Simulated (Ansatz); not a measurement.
Consider the substitution at a C–C bond: `CCN` + `[SiH3][SeH]` → `C[Se][SiH3]` + CH₃NH₂.

Calculated with Ansatz (gas phase, PBE0-D4/def2-TZVP geometries, no zero-point term in ΔE). CCSD(T)/CBS adds triple-zeta CCSD(T) − MP2 to the extrapolated MP2 energy (def2 sets, frozen cores). DFT in def2-TZVPP. B3LYP here is the variant with VWN-RPA as its local correlation; programs differ in this. HSE06 is defined as in plane-wave codes. For Se outer-core shells are correlated without core-valence functions, which leaves a few kJ/mol of doubt a bond. Scalar relativity is left out up to krypton. Each species was taken in one conformer, which may not be the lowest.

```json
{"level": "LDA (SPW92)", "ΔE (kJ/mol)": "22.2", "difference from CCSD(T)/CBS": "9.0"}
{"level": "PBE-D4", "ΔE (kJ/mol)": "11.3", "difference from CCSD(T)/CBS": "-1.9"}
{"level": "revPBE-D4", "ΔE (kJ/mol)": "9.5", "difference from CCSD(T)/CBS": "-3.7"}
{"level": "BLYP-D4", "ΔE (kJ/mol)": "8.4", "difference from CCSD(T)/CBS": "-4.8"}
{"level": "r2SCAN-D4", "ΔE (kJ/mol)": "13.8", "difference from CCSD(T)/CBS": "0.6"}
{"level": "B97M-V", "ΔE (kJ/mol)": "15.5", "difference from CCSD(T)/CBS": "2.3"}
{"level": "B3LYP-D4", "ΔE (kJ/mol)": "10.9", "difference from CCSD(T)/CBS": "-2.3"}
{"level": "r2SCANh-D4", "ΔE (kJ/mol)": "14.3", "difference from CCSD(T)/CBS": "1.1"}
{"level": "r2SCAN0-D4", "ΔE (kJ/mol)": "15.1", "difference from CCSD(T)/CBS": "1.9"}
{"level": "HSE06-D4", "ΔE (kJ/mol)": "13.2", "difference from CCSD(T)/CBS": "0.0"}
{"level": "BHLYP-D4", "ΔE (kJ/mol)": "13.0", "difference from CCSD(T)/CBS": "-0.2"}
{"level": "CAM-B3LYP-D4", "ΔE (kJ/mol)": "15.9", "difference from CCSD(T)/CBS": "2.7"}
{"level": "ωB97X-V", "ΔE (kJ/mol)": "14.7", "difference from CCSD(T)/CBS": "1.5"}
{"level": "ωB97M-V", "ΔE (kJ/mol)": "14.5", "difference from CCSD(T)/CBS": "1.3"}
{"level": "B2PLYP", "ΔE (kJ/mol)": "12.5", "difference from CCSD(T)/CBS": "-0.7"}
{"level": "PBE-QIDH", "ΔE (kJ/mol)": "14.2", "difference from CCSD(T)/CBS": "1.0"}
{"level": "revPBE", "ΔE (kJ/mol)": "10.1", "difference from CCSD(T)/CBS": "-3.1"}
{"level": "BLYP", "ΔE (kJ/mol)": "11.1", "difference from CCSD(T)/CBS": "-2.1"}
{"level": "r2SCAN", "ΔE (kJ/mol)": "14.1", "difference from CCSD(T)/CBS": "0.9"}
{"level": "PBE0", "ΔE (kJ/mol)": "14.7", "difference from CCSD(T)/CBS": "1.5"}
{"level": "B3LYP", "ΔE (kJ/mol)": "13.4", "difference from CCSD(T)/CBS": "0.2"}
{"level": "r2SCANh", "ΔE (kJ/mol)": "14.7", "difference from CCSD(T)/CBS": "1.5"}
{"level": "r2SCAN0", "ΔE (kJ/mol)": "15.5", "difference from CCSD(T)/CBS": "2.3"}
{"level": "HSE06", "ΔE (kJ/mol)": "14.5", "difference from CCSD(T)/CBS": "1.3"}
{"level": "BHLYP", "ΔE (kJ/mol)": "16.1", "difference from CCSD(T)/CBS": "2.9"}
{"level": "CAM-B3LYP", "ΔE (kJ/mol)": "17.5", "difference from CCSD(T)/CBS": "4.3"}
{"level": "LC-ωPBE", "ΔE (kJ/mol)": "17.0", "difference from CCSD(T)/CBS": "3.8"}
{"level": "RPA@PBE/def2-TZVPP", "ΔE (kJ/mol)": "12.5", "difference from CCSD(T)/CBS": "-0.7"}
{"level": "HF/def2-SVP", "ΔE (kJ/mol)": "25.9", "difference from CCSD(T)/CBS": "12.7"}
{"level": "MP2/def2-SVP", "ΔE (kJ/mol)": "27.0", "difference from CCSD(T)/CBS": "13.8"}
{"level": "CCSD(T)/def2-SVP", "ΔE (kJ/mol)": "29.5", "difference from CCSD(T)/CBS": "16.3"}
{"level": "HF/def2-TZVPP", "ΔE (kJ/mol)": "17.2", "difference from CCSD(T)/CBS": "4.0"}
{"level": "CCSD/def2-TZVPP", "ΔE (kJ/mol)": "14.7", "difference from CCSD(T)/CBS": "1.5"}
{"level": "CCSD(T)/def2-TZVPP", "ΔE (kJ/mol)": "13.4", "difference from CCSD(T)/CBS": "0.2"}
{"level": "HF/def2-QZVPP", "ΔE (kJ/mol)": "17.2", "difference from CCSD(T)/CBS": "4.0"}
{"level": "MP2/def2-QZVPP", "ΔE (kJ/mol)": "10.2", "difference from CCSD(T)/CBS": "-3.0"}
{"level": "SCS-MP2/def2-QZVPP", "ΔE (kJ/mol)": "10.6", "difference from CCSD(T)/CBS": "-2.6"}
{"level": "HF/CBS(def2)", "ΔE (kJ/mol)": "17.1", "difference from CCSD(T)/CBS": "3.9"}
{"level": "MP2/CBS(def2)", "ΔE (kJ/mol)": "10.1", "difference from CCSD(T)/CBS": "-3.1"}
{"level": "CCSD/CBS(def2)", "ΔE (kJ/mol)": "14.5", "difference from CCSD(T)/CBS": "1.3"}
{"level": "CCSD(T)/CBS", "ΔE (kJ/mol)": "13.2", "difference from CCSD(T)/CBS": "0"}
```

Largest T1 diagnostic among the species: 0.009.

Leaving LDA and LC-ωPBE aside and taking each functional with its dispersion term where it has one, the values spread over 7.5 kJ/mol, from BLYP-D4 to CAM-B3LYP-D4. LDA lies +9.5 kJ/mol from PBE without D4. From BLYP to BHLYP (50 % exact exchange), in def2-TZVPP and without D4, ΔE moves by +5.0 kJ/mol. In def2-TZVPP, CCSD(T) changes the Hartree–Fock value by −3.8 kJ/mol (the triples alone add −1.3 kJ/mol) and MP2 by −6.9 kJ/mol.
